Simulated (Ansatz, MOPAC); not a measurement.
Species: HS2, charge 0, multiplicity 2. SMILES: S[S]

Atoms: S1, S2, H3. Bonds: S1-S2, S2-H3.

Bond lengths (Å) and angles (degrees) optimised at AM1 with MOPAC; PM3 with MOPAC; MNDO with MOPAC; HF/STO-3G with Ansatz (a first-principles code); B3LYP/6-31G* with Ansatz; MP2/6-31G* with Ansatz, each started from the B3LYP-D3(BJ)/def2-TZVP structure (Ansatz) of the last column. A row stands for all coordinates that are equal there. 6-31G* holds six Cartesian d functions. No wavenumbers were computed at MNDO, HF/STO-3G, MP2/6-31G*, so these may be saddle points.

```
coordinate    AM1    PM3   MNDO  HF/STO-3G  B3LYP/6-31G*  MP2/6-31G*  B3LYP-D3(BJ)/def2-TZVP
----------  -----  -----  -----  ---------  ------------  ----------  ----------------------
S1-S2       1.869  1.888  1.860      2.033         2.007       1.983                   1.978
S2-H3       1.322  1.302  1.308      1.335         1.362       1.348                   1.356
S1-S2-H3    108.1  111.1  104.2       98.1         102.5       102.1                   102.0
```

Mean signed difference of all 2 bond lengths from B3LYP-D3(BJ)/def2-TZVP: AM1 -0.071 Å, PM3 -0.072 Å, MNDO -0.083 Å, HF/STO-3G 0.017 Å, B3LYP/6-31G* 0.018 Å, MP2/6-31G* -0.001 Å.
